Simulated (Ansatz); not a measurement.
Mulliken charges of `[CH3][AlH][SiH2]F` from ωB97M-V/def2-TZVPP in Ansatz (PBE0-D4/def2-TZVP geometry).

| atom | x (Å) | y (Å) | z (Å) | charge (e) |
| --- | --- | --- | --- | --- |
| C1 | -1.575 | 0.372 | -1.031 | -0.510 |
| Al2 | -0.464 | -0.781 | 0.082 | 0.430 |
| Si3 | 1.720 | 0.012 | 0.925 | 0.282 |
| F4 | 2.021 | 1.517 | 0.418 | -0.330 |
| H5 | -1.021 | 0.708 | -1.913 | 0.115 |
| H6 | -1.850 | 1.280 | -0.483 | 0.113 |
| H7 | -2.495 | -0.112 | -1.368 | 0.117 |
| H8 | -0.915 | -2.254 | 0.488 | -0.112 |
| H9 | 1.796 | 0.039 | 2.417 | -0.053 |
| H10 | 2.865 | -0.831 | 0.468 | -0.053 |

Q: By hand: the dipole of these point charges (1 e Å = 4.8032 D).

A: Σ q r = (-0.341, -0.515, 0.042) e Å, of length 0.619 e Å = 2.97 D.

Q: How does the dipole of the full density compare? (Estimate.)

A: The calculation gave: (-0.276, -0.164, -0.077) e Å, 1.59 D; the point charges give 1.87 times that, at 31° from its direction.

Point charges leave out the atoms' own dipoles, such as those of lone pairs, and Mulliken's split depends on the basis, so the two needn't agree.
